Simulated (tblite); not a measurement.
A tight-binding relaxation on `[CH3][Ga]([CH3])/[CH]=C\O[SiH3]`.

Computed with GFN2-xTB geometry optimisation, gas phase (tblite 0.8.0). Start geometry: from a force field or distance geometry. A driver script takes a list of jobs; this job's settings line and coordinates (Å) are shown.

Command:
```bash
OMP_NUM_THREADS=1 python probes_run.py task.json out
```

Input:
```
{"job": {"kind": "relax", "xc": "GFN2-xTB", "basis": "xTB"}, "charge": 0, "multiplicity": 1}
C     -1.315300     1.594400    -0.946300
Ga    -1.147800    -0.314000    -0.081100
C     -3.006400    -0.884000     0.166700
C      0.173000    -0.779300     1.575000
C      1.436800    -0.712400     1.208000
O      1.663400    -0.363400    -0.124700
Si     3.174200     0.065000    -0.816200
H     -0.830800     2.271000    -0.188200
H     -2.328900     1.921200    -1.202800
H     -0.666400     1.429100    -1.812300
H     -3.491500    -0.009300     0.651300
H     -3.376100    -1.831200     0.637700
H     -3.292700    -0.834800    -0.902200
H     -0.150900    -1.042800     2.563200
H      2.218600    -0.908600     1.916900
H      3.060700     1.062200    -1.877000
H      3.675000    -1.158500    -1.499000
H      4.196300     0.501700     0.112500
```

Output:
```
step      E/eV     max force
  0    -574.55593    2.137
  1    -574.80271    1.544
  2    -575.00559    0.914
  3    -575.09141    0.837
  4    -575.20152    0.821
  5    -575.24657    0.655
  6    -575.30099    0.658
  7    -575.34679    0.680
  8    -575.37438    0.554
  9    -575.39255    0.411
... (166 lines left out)
176    -575.78916    0.020
177    -575.78922    0.019
178    -575.78930    0.022
179    -575.78940    0.026
180    -575.78950    0.025
181    -575.78960    0.023
182    -575.78967    0.018
183    -575.78972    0.014
184    -575.78976    0.011
185    -575.78978    0.009
```

«max force» is the largest atomic force in eV/Å.

Q: From which step on does the largest force stay under 0.1 eV/Å, and how much energy is left to gain from there?

A: From step 109 (0.086 eV/Å), 16.6 meV above the end.

Summary of the converged run: energy lowered by 28.5 kcal/mol over 185 steps; largest atomic force 0.009 eV/Å at the end.

Q: Estimate the wall time. Hardware: Intel Xeon at 2.50 GHz, one thread, no GPU, on a shared host.

A: About 4.6 s.
Labels such as C1 count atoms from 1, the log's own numbers from 0.
